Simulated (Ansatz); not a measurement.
`CNCOC` and `COC[SiH2]C` differ in one atom or group.

Ansatz, PBE0-D4/def2-TZVP geometries, multiplicity 1. Each molecule was computed in one conformer, which needn't be the lowest.

| property | `CNCOC` |
| --- | --- |
| size of the dipole moment (B3LYP/def2-TZVPP) / D | 1.41 |
| HOMO–LUMO gap (ωB97M-V/def2-TZVPP) / eV | 11.63 |
| HOMO energy (B3LYP/def2-TZVPP) / eV | -6.53 |
| HOMO–LUMO gap (PBE0/def2-TZVPP) / eV | 7.80 |
| LUMO energy (ωB97M-V/def2-TZVPP) / eV | 2.49 |
| ideal-gas entropy at 298 K and 1 bar (rigid rotor, harmonic PBE0-D4/def2-TZVP) / J/(mol·K) | 329 |

(1) What does the change do to each property? (Estimate.)

Answers

(1) The calculation gave: 
```
                                                                                  property  `COC[SiH2]C`  shift
                                          size of the dipole moment (B3LYP/def2-TZVPP) / D          0.50  -0.91
                                                   HOMO–LUMO gap (ωB97M-V/def2-TZVPP) / eV         11.61  -0.02
                                                       HOMO energy (B3LYP/def2-TZVPP) / eV         -6.77  -0.24
                                                      HOMO–LUMO gap (PBE0/def2-TZVPP) / eV          7.79  -0.01
                                                     LUMO energy (ωB97M-V/def2-TZVPP) / eV          2.29  -0.20
ideal-gas entropy at 298 K and 1 bar (rigid rotor, harmonic PBE0-D4/def2-TZVP) / J/(mol·K)           368     39
```

The zero-point energy changes by -7.1 kJ/mol with +3 modes. Dipoles are sizes alone; their direction can turn. Modes under 60 cm⁻¹, often nearly free rotors, make the harmonic entropy too high.

Positive LUMOs are unbound, so they and the gaps depend on the basis.

B3LYP here is the variant with VWN-RPA as its local correlation; programs differ in this.
